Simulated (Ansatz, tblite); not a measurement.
Removing and adding an electron: (LiF)4 ring (Li4F4). The state is a singlet with charge 0. Geometry: PBE-D4/def2-SVP. Ansatz, gas phase; energy differences of separate SCF runs; the oxidised species was run as a doublet alone; the reduced species was run as a doublet alone.

```xyz
8

Li   -1.920   -0.527   -0.813
F    -2.132    0.556    0.462
Li   -0.957    1.276    1.434
F     0.712    1.339    1.666
Li    1.920    0.528    0.812
F     2.132   -0.556   -0.462
Li    0.957   -1.277   -1.433
F    -0.712   -1.339   -1.666
```

The xTB rows come from tblite. HOMO above LUMO, or a gap near zero within one spin, warns that the state may not be the lowest or that an electron is smeared out.

```
              level  −HOMO (eV)  vertical IE (eV)  −LUMO (eV)  vertical EA (eV)  HOMO–LUMO gap (eV)  IE − EA (eV)                                                                   remarks
           GFN2-xTB       11.35             14.36        3.90              1.11                7.45         13.25                                                                         –
  PBE-D4/def2-TZVPD        7.49                 –        0.86             -0.24                6.63             –  HOMO above zero (-1 doublet), gap within one spin near zero (-1 doublet)
r2SCAN-D4/def2-TZVP        7.85             10.73        0.23                 –                7.62             –                                gap within one spin near zero (+1 doublet)
 PBE0-D4/def2-TZVPD        9.45                 –        0.29             -0.38                9.16             –                                              HOMO above zero (-1 doublet)
```

Q: Estimate the rows for GFN1-xTB, PBE-D4/def2-TZVP, r2SCAN-D4/def2-TZVPD, PBE0-D4/def2-TZVP.

A: 
```csv
level,−HOMO (eV),vertical IE (eV),−LUMO (eV),vertical EA (eV),HOMO–LUMO gap (eV),IE − EA (eV),remarks
GFN1-xTB,11.68,14.55,7.08,4.83,4.60,9.72,–
PBE-D4/def2-TZVP,7.45,10.42,0.85,–,6.60,–,gap within one spin near zero (+1 doublet)
r2SCAN-D4/def2-TZVPD,7.87,–,0.25,-0.41,7.62,–,HOMO above zero (-1 doublet)
PBE0-D4/def2-TZVP,9.42,11.46,0.26,–,9.16,–,–
```

   A HOMO above zero means that the electron is unbound at that level or that self-interaction error raises the level; the energy of removing that electron tells which. Raw xTB energy differences between charge states are shifted by several eV; the methods need an empirical correction for them. A negative affinity means that the extra electron isn't bound; its size then hangs on the basis.
